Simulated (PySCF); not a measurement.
Work out the structure from these simulated measurements.

Formula: C8H7F.

* Triplet: lowest triplet excitation (Tamm–Dancoff): 3.16 eV [TDA B3LYP/def2-SVPD]
* NMR, other nuclei: isotropic shieldings of nuclei other than C and H, by class: 297 (1 F) ppm [GIAO CAM-B3LYP/pcSseg-1]
* 1H NMR: chemical shifts (computed TMS as zero) by class: 7.54 (1 H), 7.34 (1 H), 7.01 (1 H), 6.88 (1 H), 6.57 (1 H), 6.19 (1 H), 5.60 (1 H) ppm [GIAO CAM-B3LYP/pcSseg-1]
* UV, first state: lowest singlet excitation: 4.66 eV (266 nm, f = 0.126) [TDDFT B3LYP/def2-SVPD]
* 13C NMR: chemical shifts (computed TMS as zero) by class: 175.5 (1 C), 148.0 (1 C), 147.1 (1 C), 139.3 (1 C), 133.8 (1 C), 123.9 (1 C), 122.8 (1 C), 116.9 (1 C) ppm [GIAO CAM-B3LYP/pcSseg-1]
* Polarisability: 98.8 au [B3LYP/def2-SVPD]
* Couplings: largest of the computed one-bond spin–spin couplings (means over like bonds): 19F–13C -313.9, 13C–1H +172.7, 13C–1H +171.4, 13C–1H +168.2, 13C–1H +167.5, 13C–1H +166.8, 13C–1H +163.9, 13C–1H +161.0 Hz [B3LYP/pcJ-1, spin–dipole term left out for some pairs]
* Rotational structure: rotational constants A, B, C: 2.903, 1.260, 0.879 GHz [PBE0-D3(BJ)/def2-SVP]

Electronic properties: PySCF, gas phase, density fitting. Levels stand in brackets. The structure is a single PBE0-D3(BJ)/def2-SVP conformer in the gas phase; no vibrational or solvent corrections. Each NMR value is the plain mean over a class of atoms that symmetry, rotation or inversion makes alike.

**Question.** What is the compound? Reason from the data.

**Answer.** Numbering: `[CH2:1]=[CH:2][c:3]1[cH:4][cH:5][cH:6][c:7]([F:8])[cH:9]1`. Its formula, C8H7F, gives 5 degrees of unsaturation: 1 ring and 4 π bonds in the structure found (Kekulé form). 8 carbons fall into 8 classes; from least to most shielded: aromatic C–F carbon [C7] (175.5 ppm), substituted aromatic carbon [C3] (148.0 ppm), alkene CH carbon [C2] (147.1 ppm), aromatic CH carbon [C5] (139.3 ppm), aromatic CH carbon [C4] (133.8 ppm), aromatic CH carbon [C6] (123.9 ppm), terminal =CH2 carbon [C1] (122.8 ppm), aromatic CH carbon [C9] (116.9 ppm). Hydrogen classes from least to most shielded: 1 H on an aromatic CH carbon, C9 (7.54 ppm), 1 H on an aromatic CH carbon, C5 (7.34 ppm), 1 H on an aromatic CH carbon, C6 (7.01 ppm), 1 H on an aromatic CH carbon, C4 (6.88 ppm), 1 H on an alkene CH carbon, C2 (6.57 ppm), 1 H on a terminal =CH2 carbon, C1 (6.19 ppm), 1 H on a terminal =CH2 carbon, C1 (5.60 ppm). The other shieldings belong to: 297 ppm, aryl fluorine [F8]. The couplings run between: -313.9 Hz, aryl fluorine [F8] and aromatic C–F carbon [C7]; +172.7 Hz, terminal =CH2 carbon [C1] and its hydrogen; +171.4 Hz, aromatic CH carbon [C6] and its hydrogen; +168.2 Hz, aromatic CH carbon [C5] and its hydrogen; +167.5 Hz, aromatic CH carbon [C4] and its hydrogen; +166.8 Hz, aromatic CH carbon [C9] and its hydrogen; +163.9 Hz, terminal =CH2 carbon [C1] and its hydrogen; +161.0 Hz, alkene CH carbon [C2] and its hydrogen. The optimised geometry has point group Cs and is an asymmetric top. Structure: `C(=C)c1cc(ccc1)F`. Computed isomers that give other values at the same levels: `C=Cc1ccc(F)cc1` (rotational constant A: 5.065 GHz; this holds for the one conformer computed). The assignments are read from this structure; whether some other isomer fits the data as well wasn't checked.

Conformer computed: `[CH2:1]=[CH:2][c:3]1[cH:4][cH:5][cH:6][c:7]([F:8])[cH:9]1`: C1–C2–C3–C4 180°.
